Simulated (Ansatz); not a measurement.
Spectroscopic constants of LiAl, multiplicity 3 (not the ground state: that is measured with 2S+1 = 1).

The constants come from a fifth-degree fit in 1/R (seven points, main isotopes). In def2 and cc sets the state is the lowest found near the PBE0 minimum, followed along R.

Codes used: Ansatz (Gaussian orbitals). 

```json
[
 {"level": "PBE/def2-TZVPP", "r_e (Å)": "2.655", "ω_e (cm⁻¹)": "323", "B_e (cm⁻¹)": "0.429", "α_e (cm⁻¹)": "0.0064", "dipole (D)": "3.86"},
 {"level": "PBE0/def2-TZVPP", "r_e (Å)": "2.638", "ω_e (cm⁻¹)": "335", "B_e (cm⁻¹)": "0.435", "α_e (cm⁻¹)": "0.0063", "dipole (D)": "4.42"},
 {"level": "wB97X-V/def2-TZVPP", "r_e (Å)": "2.611", "ω_e (cm⁻¹)": "354", "B_e (cm⁻¹)": "0.444", "α_e (cm⁻¹)": "0.0062", "dipole (D)": "5.14"},
 {"level": "CCSD/def2-TZVPP", "r_e (Å)": "2.643", "ω_e (cm⁻¹)": "338", "B_e (cm⁻¹)": "0.433", "α_e (cm⁻¹)": "0.0063", "dipole (D)": "-"},
 {"level": "CCSD(T)/def2-TZVPP", "r_e (Å)": "2.643", "ω_e (cm⁻¹)": "339", "B_e (cm⁻¹)": "0.433", "α_e (cm⁻¹)": "0.0061", "dipole (D)": "-"}
]
```

Correlated levels freeze the inner cores; with def2 sets outer-core shells near the valence are correlated too.

Ansatz is a first-principles code.
